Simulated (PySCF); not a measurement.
Sn(Br)(OH)3 (BrH₃O₃Sn), SMILES [OH][Sn]([OH])([OH])[Br]. The structure is a stationary point at r2SCAN-D4/def2-SVP. The structure was generated by enumeration; whether it is a known compound was not checked. The def2 effective core potentials stand for the cores of Sn; spin–orbit coupling is left out. The values are those of a single conformer.

Computed equilibrium geometry at r2SCAN-D4/def2-SVP (PySCF confirms it by a frequency run) as a Z-matrix (one conformer of several):
```
Sn
O 1 1.9678
H 2 0.9692 1 111.05
O 1 1.9678 2 108.24 3 69.50
H 4 0.9692 1 111.06 2 -173.70
O 1 1.9679 2 108.30 3 -173.33
H 6 0.9692 1 111.05 2 69.91
Br 1 2.4972 2 110.64 3 -51.94
```
